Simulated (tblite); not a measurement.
C₇H₈P₂.
Numbering: `[cH:1]1[cH:2][p:3][c:4]([CH:5]2[CH2:6][CH2:7]2)[cH:8][p:9]1` (hydrogens: H10 on C1; H11 on C2; H12 on C5; H13, H14 on C6; H15, H16 on C7; H17 on C8)

Computed with GFN2-xTB (tblite), gas phase: L-BFGS steps from a force-field or distance-geometry start until the largest atomic force falls under 0.01 eV/Å.

Step 43: E = -653.6644 eV
```
atom  x, y, z in Å  |  force x, y, z in eV/Å
C1      3.1117   -0.2196    0.4909    0.017   0.029   0.034
C2      2.5415    0.9778    0.8402    0.023  -0.001   0.042
P3      0.9009    1.5181    0.6575   -0.009   0.032   0.022
C4      0.1436    0.1650   -0.1524    0.003  -0.021   0.003
C5     -1.3190    0.3053   -0.4269    0.018   0.010  -0.012
C6     -2.2700    0.6574    0.6768    0.014   0.003  -0.015
C7     -2.2639   -0.7284    0.1064   -0.020  -0.008   0.021
C8      0.7542   -0.9919   -0.5756   -0.023  -0.031  -0.014
P9      2.3830   -1.5508   -0.3553    0.027   0.021  -0.006
H10     4.1544   -0.3734    0.7589   -0.037   0.028  -0.052
H11     3.1764    1.7081    1.3370    0.011  -0.044  -0.001
H12    -1.5349    0.7099   -1.4101   -0.023   0.002  -0.017
H13    -3.0984    1.3125    0.4545   -0.003  -0.011   0.011
H14    -1.8650    0.7819    1.6708    0.014   0.049  -0.009
H15    -3.0901   -1.0549   -0.5052   -0.034   0.034  -0.026
H16    -1.8460   -1.5108    0.7214    0.007  -0.050   0.006
H17     0.1148   -1.6941   -1.1055    0.015  -0.039   0.012
```

Step 44: E = -653.6651 eV
```
atom  x, y, z in Å  |  force x, y, z in eV/Å
C1      3.1131   -0.2181    0.4877    0.018   0.032   0.026
C2      2.5426    0.9769    0.8437   -0.005  -0.001   0.030
P3      0.9011    1.5154    0.6587   -0.011   0.038   0.029
C4      0.1433    0.1622   -0.1516    0.012   0.003   0.002
C5     -1.3196    0.3050   -0.4275    0.031   0.002  -0.003
C6     -2.2714    0.6581    0.6757    0.028   0.012  -0.022
C7     -2.2662   -0.7274    0.1067   -0.002  -0.013   0.001
C8      0.7555   -0.9945   -0.5735   -0.037  -0.024  -0.005
P9      2.3869   -1.5496   -0.3607    0.009   0.041   0.007
H10     4.1566   -0.3682    0.7516   -0.012   0.012  -0.043
H11     3.1764    1.7064    1.3439    0.002  -0.054  -0.011
H12    -1.5352    0.7101   -1.4113   -0.013  -0.010   0.004
H13    -3.0982    1.3145    0.4530   -0.012  -0.006   0.006
H14    -1.8667    0.7825    1.6695    0.018   0.051   0.004
H15    -3.0901   -1.0539   -0.5074   -0.048   0.028  -0.024
H16    -1.8486   -1.5092    0.7224    0.005  -0.055   0.006
H17     0.1135   -1.6980   -1.0974    0.017  -0.056  -0.007
```

Q: Estimate the geometry and energy of step 45. (The exact step hangs on the optimiser's Hessian estimate; all steps are aligned on step 44, rigid shifts and turns removed.)

A: E = -653.6660 eV, largest force 0.070 eV/Å
```
atom  x, y, z in Å  |  force x, y, z in eV/Å
C1      3.1148   -0.2160    0.4850    0.011   0.027   0.008
C2      2.5436    0.9761    0.8484   -0.047   0.004   0.014
P3      0.9003    1.5124    0.6631   -0.001   0.021   0.027
C4      0.1431    0.1594   -0.1501    0.016   0.027   0.002
C5     -1.3200    0.3047   -0.4287    0.032  -0.012   0.005
C6     -2.2724    0.6591    0.6739    0.035   0.019  -0.019
C7     -2.2686   -0.7266    0.1066    0.017  -0.017  -0.022
C8      0.7558   -0.9977   -0.5709   -0.036  -0.009   0.009
P9      2.3903   -1.5484   -0.3641   -0.014   0.055   0.013
H10     4.1598   -0.3619    0.7414    0.014  -0.002  -0.031
H11     3.1777    1.7042    1.3501   -0.006  -0.052  -0.012
H12    -1.5356    0.7098   -1.4133    0.001  -0.023   0.028
H13    -3.0983    1.3169    0.4517   -0.013  -0.007   0.000
H14    -1.8674    0.7839    1.6674    0.019   0.050   0.008
H15    -3.0912   -1.0528   -0.5100   -0.043   0.028  -0.008
H16    -1.8508   -1.5083    0.7232   -0.008  -0.045  -0.004
H17     0.1120   -1.7025   -1.0901    0.022  -0.064  -0.019
```

The energy changes by -0.0008 eV. The first-order estimate −F·Δx gives -0.0011 eV and the mean of the old and new forces, exact on a quadratic surface, -0.0008 eV. The step makes an angle of 72° with the force vector and moves no atom by more than 0.012 Å.

The cost below is that of the whole relaxation. Hardware: one thread, Arm Neoverse V1 (aarch64), shared host with 32 logical CPUs at a one-minute load of 9.7. Cost: 1.1 s of wall time.
